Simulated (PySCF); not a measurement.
**A ladder of Hamiltonians for Cs⁴³⁺ (caesium, charge +43)**

Occupied: 1s1/2, 2s1/2, 2p1/2, 2p3/2, 3s1/2. Hartree-Fock calculated with PySCF 2.14 in an even-tempered Gaussian basis (17 s from 4.3 bohr⁻², ratio 2.7; 13 p from 5.2 bohr⁻², ratio 2.7), Gaussian nucleus throughout. NR is non-relativistic, sf-X2C the spin-free one-electron X2C Hamiltonian, X2C adds the bare one-electron spin-orbit term, X2C-SNSO screens it by Boettger's factors, DC is four-component Dirac-Coulomb, and the Gaunt and Breit terms are added at first order (total energies over the DC spinors, levels after relaxing the spinors in that mean field). QED terms are absent. Levels marked empty are virtual spinors of this ion; the basis has s and p functions only, so 3d, which can lie below the n = 4 levels, is absent.

```
Hamiltonian  E (hartree)  E − E(DC) (hartree)  CPU seconds
         NR   -5825.7662             218.2898          0.3
     sf-X2C   -6039.8842               4.1718         0.17
        X2C   -6042.2998               1.7562         0.22
   X2C-SNSO   -6042.1207               1.9354         0.22
         DC   -6044.0560               0.0000          9.2
   DC+Gaunt   -6038.4727               5.5833           16
   DC+Breit   -6038.9668               5.0892           44
```

Task: Give the 3p spin-orbit interval with each Hamiltonian that has one.

Result: X2C 95.69; X2C-SNSO 92.03; DC 91.89; DC+Gaunt 90.67; DC+Breit 90.66 (eV).

```json
{"level (eV)": "1s1/2", "NR": "-37448.0", "sf-X2C": "-39016.8", "X2C": "-39013.5", "X2C-SNSO": "-39013.8", "DC": "-39047.7", "DC+Gaunt": "-38957.1", "DC+Breit": "-38963.0"}
{"level (eV)": "2s1/2", "NR": "-8026.8", "sf-X2C": "-8457.0", "X2C": "-8456.2", "X2C-SNSO": "-8456.3", "DC": "-8460.5", "DC+Gaunt": "-8451.3", "DC+Breit": "-8451.9"}
{"level (eV)": "2p1/2", "NR": "-7737.6", "sf-X2C": "-7878.1", "X2C": "-8143.3", "X2C-SNSO": "-8132.7", "DC": "-8134.7", "DC+Gaunt": "-8118.6", "DC+Breit": "-8120.3"}
{"level (eV)": "2p3/2", "NR": "-7737.6", "sf-X2C": "-7878.1", "X2C": "-7760.9", "X2C-SNSO": "-7765.1", "DC": "-7768.1", "DC+Gaunt": "-7756.8", "DC+Breit": "-7758.5"}
{"level (eV)": "3s1/2", "NR": "-3260.9", "sf-X2C": "-3391.8", "X2C": "-3391.7", "X2C-SNSO": "-3391.7", "DC": "-3392.7", "DC+Gaunt": "-3390.3", "DC+Breit": "-3390.5"}
{"level (eV)": "3p1/2 (empty)", "NR": "-3096.3", "sf-X2C": "-3150.4", "X2C": "-3216.7", "X2C-SNSO": "-3214.0", "DC": "-3214.5", "DC+Gaunt": "-3210.5", "DC+Breit": "-3211.1"}
{"level (eV)": "3p3/2 (empty)", "NR": "-3096.3", "sf-X2C": "-3150.4", "X2C": "-3121.0", "X2C-SNSO": "-3122.0", "DC": "-3122.6", "DC+Gaunt": "-3119.9", "DC+Breit": "-3120.4"}
{"level (eV)": "4s1/2 (empty)", "NR": "-1720.3", "sf-X2C": "-1771.3", "X2C": "-1771.3", "X2C-SNSO": "-1771.3", "DC": "-1771.6", "DC+Gaunt": "-1770.8", "DC+Breit": "-1770.9"}
```

Weight of the small component: 1s1/2 0.0413, 2s1/2 0.00923, 2p1/2 0.00913, 2p3/2 0.00868, 3s1/2 0.00348, 3p1/2 0.00340, 3p3/2 0.00329, 4s1/2 0.00165.

Koopmans' value for the highest occupied level at DC+Breit: 3390.5 eV, against an ionisation energy of 3392 ± 4 eV (theoretical estimate listed by NIST; NIST Atomic Spectra Database, ionization energies); the former lacks relaxation, correlation, QED and recoil.

The whole ladder took 72 s of wall time on 1 thread of Neoverse-V1 (shared host), launched as `OMP_NUM_THREADS=1 python relrun2.py TASK.json OUT` (a driver that calls PySCF for each Hamiltonian).
